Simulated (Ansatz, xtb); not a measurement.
# Relative energy of two isomers of F2H2NSi2

Structure X is `[H]/[Si]=N/[SiH](F)F`, a doublet and structure Y is `F[SiH](F)N=[SiH]`, a doublet. Both are isolated molecules in the gas phase, relaxed with PBE0-D3(BJ)/def2-SVP; the shapes shown needn't be the lowest conformers.

X (Å):

```yaml
atoms:
  - { symbol: F, position_ang: [2.2266, 2.5368, 0.7775] }
  - { symbol: F, position_ang: [1.6904, 2.3347, 3.2852] }
  - { symbol: N, position_ang: [1.0622, 0.2475, 1.6312] }
  - { symbol: Si, position_ang: [2.1612, 1.4817, 1.9961] }
  - { symbol: Si, position_ang: [-0.3424, -0.4924, 1.8101] }
  - { symbol: H, position_ang: [3.5242, 0.9791, 2.2503] }
  - { symbol: H, position_ang: [-0.5429, -1.7305, 0.9428] }
```

Y (Å):

```tsv
atom	x (Å)	y (Å)	z (Å)
F	2.2352	1.9835	2.0736
F	2.0088	-0.4795	1.3453
N	1.3560	1.4534	-0.4242
Si	1.3293	0.9756	1.1997
Si	0.6967	1.9175	-1.8020
H	-0.0096	0.9153	1.8201
H	1.6789	2.1698	-2.9411
```

Problem. Estimate E(Y) − E(X) at the level CCSD(T)/def2-SVP + ΔMP2/def2-TZVPP.

Solution. Too close to call at this level: CCSD(T)/def2-SVP + ΔMP2/def2-TZVPP gives E(Y) − E(X) = +0.32 kcal/mol.

The same difference at several levels:

| level | geometry | E(Y) − E(X) (kcal/mol) | departure from the last row (kcal/mol) | job, with rough time for the two |
| --- | --- | --- | --- | --- |
| PBE0-D3(BJ)/def2-SVP | PBE0-D3(BJ)/def2-SVP | +0.44 | +0.12 | optimisation, 53 s |
| HF/def2-SVP | PBE0-D3(BJ)/def2-SVP | +0.74 | +0.41 | part of the CCSD(T) run |
| MP2/def2-SVP | PBE0-D3(BJ)/def2-SVP | +0.68 | +0.36 | part of the CCSD(T) run |
| CCSD(T)/def2-SVP | PBE0-D3(BJ)/def2-SVP | +0.57 | +0.25 | single point |
| CCSD(T)/def2-SVP + ΔMP2/def2-TZVPP | PBE0-D3(BJ)/def2-SVP | +0.32 |  | single point, 41 s |

As drawn, both hold the same kinds of bond in the same numbers.

The largest departure from CCSD(T)/def2-SVP + ΔMP2/def2-TZVPP is that of HF/def2-SVP, 0.41 kcal/mol. Levels run at GFN2-xTB geometries aren't shown. The last row adds to CCSD(T) the change of the MP2 difference between the two basis sets, here −0.25 kcal/mol.

With harmonic frequencies from PBE0-D3(BJ)/def2-SVP (ideal gas, rigid rotor, one conformer each, 298.15 K, 1 atm): on the last row, ΔE + ΔZPE = +0.24 kcal/mol. A mode under 50 cm⁻¹ makes harmonic enthalpies and free energies unreliable, so none is given.

Open shells are spin-unrestricted. The correlated steps freeze 13 core orbitals. Codes used: Ansatz 0.2.0; the last row on 2 threads of Intel(R) Xeon(R) 6975P-C (Granite Rapids) on a shared host.
